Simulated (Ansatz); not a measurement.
Input and output for CH5ClFNSn, SMILES `C[NH][SnH]([F])[Cl]`.

```yaml
crystal:
  periodic: [false, false, false]
  atoms:
    - {symbol: C, position_ang: [-1.309382, -0.039408, -0.674322]}
    - {symbol: N, position_ang: [-0.217768, -0.849146, -0.148361]}
    - {symbol: Sn, position_ang: [1.280656, 0.053404, 0.802458]}
    - {symbol: F, position_ang: [0.396702, 0.989117, 2.213941]}
    - {symbol: Cl, position_ang: [2.220800, 1.780125, -0.435335]}
    - {symbol: H, position_ang: [-1.047319, 0.548018, -1.562367]}
    - {symbol: H, position_ang: [-2.153376, -0.686699, -0.928174]}
    - {symbol: H, position_ang: [-1.654446, 0.651401, 0.097302]}
    - {symbol: H, position_ang: [0.089040, -1.547157, -0.812327]}
    - {symbol: H, position_ang: [2.478190, -0.950955, 1.450186]}
basis:
  gaussian: {orbitals: ANO-RCC-VTZP}
hamiltonian: {xc: {name: wB97X}}
output: {forces: true}
```

```sh
$ ansatz run in.yaml --threads 4 --pin off --events-out ev --progress --plain --max-ram 10444MiB
```

It prints (some lines left out):

```
Functional definition: wB97X
2032 factors; their error is unknown
425 factors; integrals over basis functions are off by at most 9.2e-6 eV
mean field evaluation 1: about -185964.7544 eV, gradient 6.1e1 eV
mean field evaluation 2: about -185962.7268 eV, gradient 7.4e1 eV
mean field evaluation 4: about -185971.8134 eV, gradient 2.5e0 eV
mean field evaluation 8: about -185971.8227 eV, gradient 6.3e-2 eV
mean field evaluation 16: about -185971.9454 eV, gradient 1.8e-4 eV
mean field -185971.94536651 eV, -6834.3429359071 hartree, gradient 1.4e-5 eV, S^2 0.000000; 0 other end points of the search recorded, 0 dependent functions left out
reference -185971.94529169 eV, -6834.3429331577 hartree; 47, 47 occupied and 215, 215 virtual orbitals, 2032 factors
Total energy: -185971.94529169 eV, -6834.3429331577 hartree
Relativity: scalar
Atom 0 at    -1.309382    -0.039408    -0.674322 Å, force    -0.218114     0.081320    -0.073824 eV/Å
Atom 1 at    -0.217768    -0.849146    -0.148361 Å, force     0.270843    -0.079491    -0.050383 eV/Å
Atom 2 at     1.280656     0.053404     0.802458 Å, force     0.037521    -0.109513    -0.075971 eV/Å
Atom 3 at     0.396702     0.989117     2.213941 Å, force    -0.055016     0.068834     0.087872 eV/Å
Atom 4 at     2.220800     1.780125    -0.435335 Å, force    -0.018249    -0.021268     0.014542 eV/Å
Atom 5 at    -1.047319     0.548018    -1.562367 Å, force     0.005730    -0.044673     0.058859 eV/Å
Atom 6 at    -2.153376    -0.686699    -0.928174 Å, force     0.054181     0.063349     0.014820 eV/Å
Atom 7 at    -1.654446     0.651401     0.097302 Å, force     0.015207    -0.029836    -0.030975 eV/Å
Atom 8 at     0.089040    -1.547157    -0.812327 Å, force    -0.064087     0.038376     0.081542 eV/Å
Atom 9 at     2.478190    -0.950955     1.450186 Å, force    -0.028016     0.032902    -0.026483 eV/Å
Dipole moment:     0.020808    -0.618694    -0.359092 e Å
```

Hardware: 4 threads of an AMD EPYC 7B13 on a shared host. Wall time 27 s, peak host memory 1.8 GiB.
